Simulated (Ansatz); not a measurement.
Steps of a relaxation of GaH$_{6}$NSi, SMILES `N[SiH2][GaH2]` with RKS PBE0-D4/def2-TZVP.

```sh
$ ansatz run in.yaml --threads 2 --pin off --events-out ev --progress --plain --max-ram 4352MiB
```

```yaml
crystal:
  periodic: [false, false, false]
  atoms:
    - {symbol: N, position_ang: [-1.030880, 0.725960, -0.986130]}
    - {symbol: Si, position_ang: [0.536880, 0.645740, -0.247540]}
    - {symbol: Ga, position_ang: [0.344230, -1.214740, 1.273310]}
    - {symbol: H, position_ang: [-1.438600, -0.130530, -1.331720]}
    - {symbol: H, position_ang: [-1.236870, 1.477510, -1.626930]}
    - {symbol: H, position_ang: [0.695590, 1.968640, 0.385520]}
    - {symbol: H, position_ang: [1.664310, 0.511690, -1.212470]}
    - {symbol: H, position_ang: [0.194170, -2.783820, 0.854400]}
    - {symbol: H, position_ang: [0.271170, -1.200460, 2.891570]}
basis:
  gaussian: {orbitals: def2-TZVP}
hamiltonian: {xc: pbe0, dispersion: d4}
relax: {f_tol: 0.005, max_steps: 150}
```

Positions (Å) and forces (eV/Å) along the path, 14 of 18 steps:

```xyz
9
step=1 energy=-61832.3419 eV
N    -1.031    0.726   -0.986   -0.083   -0.269   -0.084
Si    0.537    0.646   -0.248   -0.384    0.055   -0.194
Ga    0.344   -1.215    1.273   -0.020   -0.894    0.715
H    -1.439   -0.131   -1.332    0.009    0.049   -0.025
H    -1.237    1.478   -1.627    0.011    0.055    0.044
H     0.696    1.969    0.386    0.184    0.145    0.236
H     1.664    0.512   -1.212    0.179   -0.103    0.003
H     0.194   -2.784    0.854    0.036    0.649   -0.179
H     0.271   -1.200    2.892    0.068    0.313   -0.516
9
step=2 energy=-61832.4250 eV
N    -1.053    0.690   -1.000   -0.046   -0.036   -0.158
Si    0.500    0.603   -0.228   -0.026   -0.004    0.062
Ga    0.365   -1.242    1.324   -0.164   -0.164    0.025
H    -1.432   -0.149   -1.422    0.078    0.144    0.067
H    -1.269    1.492   -1.579    0.034   -0.111    0.098
H     0.714    1.899    0.471   -0.008    0.061   -0.050
H     1.668    0.427   -1.150    0.025    0.036   -0.033
H     0.185   -2.702    0.682    0.045    0.252    0.296
H     0.323   -1.016    2.903    0.062   -0.177   -0.308
9
step=4 energy=-61832.4500 eV
N    -1.049    0.690   -1.011    0.009   -0.024   -0.020
Si    0.497    0.607   -0.228   -0.030    0.024   -0.020
Ga    0.350   -1.244    1.320   -0.020    0.012   -0.020
H    -1.409   -0.139   -1.458    0.006    0.011    0.005
H    -1.276    1.504   -1.563    0.014   -0.006    0.021
H     0.700    1.920    0.446   -0.013    0.003    0.006
H     1.668    0.446   -1.152    0.016   -0.006    0.016
H     0.166   -2.709    0.764   -0.017   -0.021   -0.003
H     0.354   -1.076    2.883    0.035    0.008    0.015
9
step=5 energy=-61832.4549 eV
N    -1.031    0.663   -1.052   -0.067    0.111   -0.019
Si    0.477    0.618   -0.215    0.097   -0.114    0.109
Ga    0.319   -1.250    1.310    0.156    0.052    0.075
H    -1.361   -0.156   -1.533   -0.027   -0.034   -0.045
H    -1.281    1.502   -1.550   -0.062    0.012   -0.091
H     0.622    1.939    0.464   -0.015   -0.055   -0.007
H     1.697    0.467   -1.077    0.002    0.037   -0.005
H     0.006   -2.709    0.795   -0.056    0.031   -0.012
H     0.553   -1.074    2.859   -0.028   -0.040   -0.005
9
step=6 energy=-61832.4709 eV
N    -1.027    0.653   -1.085    0.031    0.042   -0.015
Si    0.460    0.625   -0.197   -0.053    0.007   -0.012
Ga    0.348   -1.245    1.322   -0.013    0.027    0.096
H    -1.344   -0.183   -1.551    0.010   -0.019    0.009
H    -1.248    1.467   -1.639   -0.004   -0.021    0.003
H     0.548    1.935    0.507    0.000    0.005    0.013
H     1.707    0.536   -1.025    0.021   -0.003   -0.012
H    -0.181   -2.642    0.821   -0.015   -0.032   -0.026
H     0.737   -1.145    2.848    0.022   -0.005   -0.055
9
step=7 energy=-61832.4724 eV
N    -1.020    0.640   -1.119    0.077    0.065   -0.034
Si    0.438    0.635   -0.176   -0.100    0.059   -0.089
Ga    0.342   -1.240    1.335    0.020   -0.131    0.204
H    -1.320   -0.207   -1.577    0.036    0.013    0.048
H    -1.221    1.440   -1.704    0.027   -0.082    0.067
H     0.480    1.941    0.541   -0.003   -0.011   -0.004
H     1.717    0.580   -0.965   -0.028   -0.012    0.022
H    -0.339   -2.592    0.844    0.077    0.130    0.091
H     0.923   -1.197    2.822   -0.107   -0.031   -0.305
9
step=9 energy=-61832.4799 eV
N    -1.017    0.652   -1.128    0.029   -0.004   -0.009
Si    0.422    0.653   -0.166   -0.055    0.017    0.012
Ga    0.323   -1.233    1.334    0.075   -0.048    0.001
H    -1.311   -0.219   -1.541   -0.033    0.018   -0.018
H    -1.201    1.422   -1.754    0.012   -0.041    0.021
H     0.468    1.956    0.553    0.002    0.018    0.008
H     1.707    0.581   -0.939    0.024    0.000    0.004
H    -0.356   -2.579    0.866   -0.033    0.018    0.006
H     0.964   -1.232    2.774   -0.021    0.021   -0.024
9
step=10 energy=-61832.4813 eV
N    -1.006    0.644   -1.148   -0.016   -0.037   -0.034
Si    0.406    0.648   -0.152    0.003    0.042   -0.031
Ga    0.335   -1.238    1.327   -0.021   -0.008    0.021
H    -1.324   -0.225   -1.549    0.017    0.041    0.019
H    -1.170    1.409   -1.784   -0.008   -0.005   -0.007
H     0.424    1.942    0.583    0.009    0.034    0.003
H     1.714    0.590   -0.887    0.020    0.031   -0.024
H    -0.430   -2.542    0.885   -0.012   -0.056    0.033
H     1.051   -1.227    2.726    0.009   -0.042    0.021
9
step=12 energy=-61832.4850 eV
N    -0.994    0.638   -1.168    0.008    0.035   -0.014
Si    0.402    0.667   -0.150    0.012   -0.059    0.039
Ga    0.326   -1.240    1.326    0.019   -0.003   -0.012
H    -1.309   -0.243   -1.543    0.003   -0.004    0.006
H    -1.148    1.381   -1.831   -0.013    0.001   -0.004
H     0.392    1.948    0.612   -0.014    0.013   -0.020
H     1.719    0.652   -0.871   -0.005    0.009    0.002
H    -0.518   -2.519    0.947   -0.004    0.009    0.008
H     1.131   -1.284    2.678   -0.006   -0.001   -0.004
9
step=13 energy=-61832.4853 eV
N    -0.984    0.636   -1.178   -0.021   -0.035   -0.001
Si    0.401    0.661   -0.146   -0.013    0.059   -0.023
Ga    0.328   -1.243    1.328   -0.003   -0.013    0.004
H    -1.297   -0.243   -1.558   -0.009    0.003   -0.011
H    -1.156    1.389   -1.825    0.016   -0.005    0.008
H     0.371    1.949    0.602    0.012   -0.007    0.019
H     1.723    0.659   -0.857    0.016   -0.008    0.002
H    -0.544   -2.509    0.970    0.001    0.005    0.002
H     1.157   -1.298    2.665    0.001    0.001   -0.002
9
step=14 energy=-61832.4856 eV
N    -0.986    0.633   -1.180    0.007    0.005    0.006
Si    0.398    0.664   -0.146   -0.002   -0.006    0.001
Ga    0.327   -1.243    1.327    0.004    0.004    0.001
H    -1.297   -0.246   -1.561   -0.001   -0.004   -0.001
H    -1.148    1.383   -1.832   -0.002    0.003   -0.007
H     0.367    1.948    0.612   -0.001   -0.001    0.000
H     1.724    0.664   -0.852   -0.003    0.002    0.000
H    -0.556   -2.503    0.977   -0.003   -0.002    0.000
H     1.170   -1.302    2.655    0.000   -0.001    0.000
9
step=16 energy=-61832.4857 eV
N    -0.983    0.632   -1.184    0.002   -0.003    0.002
Si    0.396    0.666   -0.144    0.001   -0.003    0.004
Ga    0.328   -1.244    1.326   -0.002    0.006    0.001
H    -1.295   -0.248   -1.560    0.000   -0.001    0.001
H    -1.142    1.378   -1.843    0.000    0.004   -0.001
H     0.358    1.947    0.619    0.000   -0.003   -0.002
H     1.724    0.673   -0.846   -0.002    0.001    0.001
H    -0.573   -2.494    0.988    0.003    0.001    0.002
H     1.188   -1.310    2.643   -0.002   -0.002   -0.006
9
step=17 energy=-61832.4857 eV
N    -0.982    0.632   -1.186    0.001    0.000    0.000
Si    0.394    0.667   -0.143   -0.003    0.001    0.001
Ga    0.326   -1.243    1.327    0.007   -0.006   -0.002
H    -1.294   -0.249   -1.561    0.000    0.000    0.001
H    -1.139    1.377   -1.847    0.001    0.000    0.001
H     0.354    1.947    0.621   -0.001   -0.002   -0.002
H     1.724    0.677   -0.842   -0.002   -0.001    0.002
H    -0.580   -2.492    0.995   -0.001    0.004    0.000
H     1.197   -1.316    2.636   -0.003    0.003   -0.001
9
step=18 energy=-61832.4857 eV
N    -0.982    0.632   -1.186    0.001    0.001    0.000
Si    0.395    0.666   -0.143   -0.001    0.000   -0.002
Ga    0.327   -1.243    1.326    0.000   -0.001    0.002
H    -1.294   -0.249   -1.561    0.000    0.000    0.000
H    -1.140    1.377   -1.846    0.001    0.000    0.001
H     0.354    1.946    0.621    0.000   -0.001   -0.001
H     1.724    0.676   -0.843   -0.001    0.000    0.000
H    -0.579   -2.492    0.994    0.001    0.001   -0.001
H     1.195   -1.314    2.637    0.000    0.000   -0.001
```

It took 54 s on 2 threads of an Arm Neoverse V2 on a shared host, with 0.35 GiB of host memory at the peak.
